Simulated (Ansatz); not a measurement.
`[OH][Mo]([F])([F])([F])([F])[F]` + CH₃OH → `C[O][Mo]([OH])([F])([F])([F])[F]` + H–F  (ligand exchange at a Mo–F bond)

Computed with Ansatz on PBE0-D4/def2-TZVP structures; ΔE is electronic, products minus reactants. CCSD(T)/CBS adds triple-zeta CCSD(T) − MP2 to the extrapolated MP2 energy (def2 sets, frozen cores). This one scheme is used for every species. Functionals use def2-TZVPP. B3LYP here is the variant with VWN-RPA as its local correlation; programs differ in this. HSE06 is defined as in plane-wave codes. def2 core potentials past Kr. For Mo outer-core shells are correlated without core-valence functions, which leaves a few kJ/mol of doubt a bond. Each species was taken in one conformer, which may not be the lowest.

```csv
level,ΔE (kcal/mol),difference from CCSD(T)/CBS
PBE-D4,-5.2,4.7
BLYP-D4,-5.8,4.1
B3LYP-D4,-6.3,3.6
r2SCANh-D4,-5.3,4.6
r2SCAN0-D4,-5.8,4.1
HSE06-D4,-6.0,3.9
ωB97X-V,-3.9,6.0
PBE,-3.7,6.2
revPBE,-2.6,7.3
BHLYP,-4.8,5.1
HF/def2-SVP,-6.5,3.4
CCSD/def2-SVP,-9.7,0.2
HF/def2-TZVPP,-3.2,6.7
HF/def2-QZVPP,-2.8,7.1
SCS-MP2/def2-QZVPP,-10.7,-0.8
CCSD/CBS(def2),-9.0,0.9
CCSD(T)/CBS,-9.9,0
```

Largest T1 diagnostic among the species: 0.025, so the coupled-cluster value is less sure than usual.

From PBE to PBE0 (25 % exact exchange), in def2-TZVPP and without D4, ΔE moves by −1.0 kcal/mol. The D4 term adds −2.2 kcal/mol with B3LYP and −1.3 kcal/mol with PBE0; it sums over pairs of atoms, weighted by their polarisabilities, and B3LYP, whose exchange is more repulsive, gets the larger term. Leaving LDA and LC-ωPBE aside and taking each functional with its dispersion term where it has one, the values, not all of them listed here, spread over 4.2 kcal/mol, from PBE-QIDH to ωB97X-V. LDA lies −2.6 kcal/mol from PBE without D4.

CCSD(T)/CBS has its own doubt, a few kJ/mol and more with outer-core shells, so smaller differences from it don't rank the levels.
